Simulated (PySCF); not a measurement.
Atoms are numbered as in `[CH:1]#[C:2][c:3]1[cH:4][cH:5][cH:6][c:7]2[c:8]1[CH:9]=[C:10]([F:11])[SiH2:12]2` (H(Xn): hydrogen on atom n).

- NMR shieldings at PBE0/pcSseg-1/GIAO
- structure optimised with GFN2-xTB
- code: PySCF 2.14.0 with density-fitted response routines
- single conformer, rapidly exchanging positions averaged, gas phase, non-relativistic Hamiltonian

Problem. Predict the 2D correlation tables (HSQC, COSY, HMBC).

Solution. 

HSQC (one-bond C–H):
```tsv
δH	δC
7.84 (H(C4))	142.5 (C4)
7.59 (H(C6))	140.1 (C6)
7.54 (H(C9))	135.6 (C9)
7.34 (H(C5))	131.1 (C5)
3.05 (H(C1))	91.8 (C1)
```

COSY cross peaks (H two or three bonds apart, from the bond graph; peaks can be absent where the dihedral angle is near 90°):
```tsv
δH	δH
7.84 (H(C4))	7.34 (H(C5))
7.59 (H(C6))	7.34 (H(C5))
```

HMBC (two and three bonds, from the bond graph):
```tsv
δH	δC
7.84 (H(C4))	156.0 (C8), 140.1 (C6), 131.1 (C5), 121.0 (C3), 86.7 (C2)
7.59 (H(C6))	156.0 (C8), 142.5 (C4), 132.7 (C7), 131.1 (C5)
7.54 (H(C9))	186.6 (C10), 156.0 (C8), 132.7 (C7), 121.0 (C3)
7.34 (H(C5))	142.5 (C4), 140.1 (C6), 132.7 (C7), 121.0 (C3)
4.89 (H(Si12))	186.6 (C10), 156.0 (C8), 140.1 (C6), 135.6 (C9), 132.7 (C7)
3.05 (H(C1))	121.0 (C3), 86.7 (C2)
```

Scale: ¹H (σref 31.72) and ¹³C (σref 186.93) against TMS (reference shieldings calculated alike).

Shifts are as computed. Against solution values, carbons near 30 ppm lie about +3 ppm off and those near 130 ppm about +5 ppm. Of 1211 compounds with measured shifts, 218 miss one by over three times the rms of a fit or turn the order of signals round; such compounds aren't used in these exercises.
